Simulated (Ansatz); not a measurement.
Mulliken charges of CH3AlBFSe (`FB1[CH2][AlH][Se]1`) from PBE/def2-TZVPP in Ansatz (PBE0-D4/def2-TZVP geometry).

| atom | x (Å) | y (Å) | z (Å) | charge (e) |
| --- | --- | --- | --- | --- |
| F1 | -1.675 | 1.659 | 0.436 | -0.186 |
| B2 | -0.811 | 0.802 | -0.082 | 0.270 |
| C3 | 0.546 | 0.373 | 0.558 | -0.335 |
| Al4 | 0.359 | -1.284 | -0.461 | 0.288 |
| Se5 | -1.283 | -0.240 | -1.718 | -0.169 |
| H6 | 0.653 | 0.485 | 1.636 | 0.092 |
| H7 | 1.372 | 0.901 | 0.063 | 0.117 |
| H8 | 0.931 | -2.752 | -0.487 | -0.076 |

By hand: the dipole of these point charges (1 e Å = 4.8032 D).

Σ q r = (0.380, -0.187, 0.062) e Å, of length 0.428 e Å = 2.06 D.

How does the dipole of the full density compare? (Estimate.)

Ansatz gave: (0.399, -0.189, 0.135) e Å, 2.22 D; the point charges give 0.93 times that, at 9° from its direction.

Point charges leave out the atoms' own dipoles, such as those of lone pairs, and Mulliken's split depends on the basis, so the close match here is no proof of good charges.
